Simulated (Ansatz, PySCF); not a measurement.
Species: bromine, Br$_{2}$ (charge 0, singlet). 
Structure (B3LYP-D3(BJ)/def2-TZVP (Ansatz, a first-principles code) minimum search):
SMILES: BrBr
```xyz
2

Br     0.0000     0.0000    -1.1579
Br     0.0000     0.0000     1.1579
```
Charge 0, spin multiplicity 1.

Total electronic energies in hartree. Cores are frozen in the correlated levels unless marked. Spin-orbit coupling is left out. The frozen core is the preceding noble-gas configuration, with the filled d and f shells of earlier blocks. No relativistic terms. CBS(X,Y): correlation extrapolated as X^-3; Hartree-Fock from the larger set (for Q and 5 zeta extrapolated as (X+1)exp(-9√X)). [CCSD(T)-MP2]/basis is that difference in the basis named.

| level | program | energy (Eh) |
|---|---|---|
| HF/def2-TZVPD | PySCF | -5144.82159 |
| PBE-D3(BJ)/def2-TZVPD | Ansatz + dftd3 | -5147.53553 |
| TPSS-D4/def2-TZVPD | PySCF + dftd4 | … |
| HSE06/def2-TZVPD | Ansatz | … |
| wB97X-V/def2-TZVPD | Ansatz | … |
| SCS-MP2/6-31G* | Ansatz | -5144.42071 |
| SCS-MP2/cc-pVTZ | Ansatz | -5145.23172 |
| CCSD/def2-SVP | Ansatz | -5144.44786 |
| CCSD/def2-TZVPPD | Ansatz | -5145.17427 |
| CCSD/CBS(aug-cc-pVTZ,aug-cc-pVQZ) | Ansatz | -5145.3305 |
| CCSD(T)/aug-cc-pVDZ | Ansatz | -5145.03553 |
| CCSD(T)/def2-SVPD | Ansatz | -5144.47193 |
| CCSD(T)/aug-cc-pVQZ | Ansatz | -5145.32678 |
| RI-MP2/CBS(aug-cc-pVTZ,aug-cc-pVQZ)+[CCSD(T)-MP2]/aug-cc-pVTZ | Ansatz | -5145.3504 |
| CCSD(T)/CBS(cc-pVQZ,cc-pV5Z) | Ansatz | -5145.3506 |

### Question
Complete the blanks.

### Answer

- TPSS-D4/def2-TZVPD, energy (Eh): -5148.12271
- HSE06/def2-TZVPD, energy (Eh): -5147.71680
- wB97X-V/def2-TZVPD, energy (Eh): -5147.82809
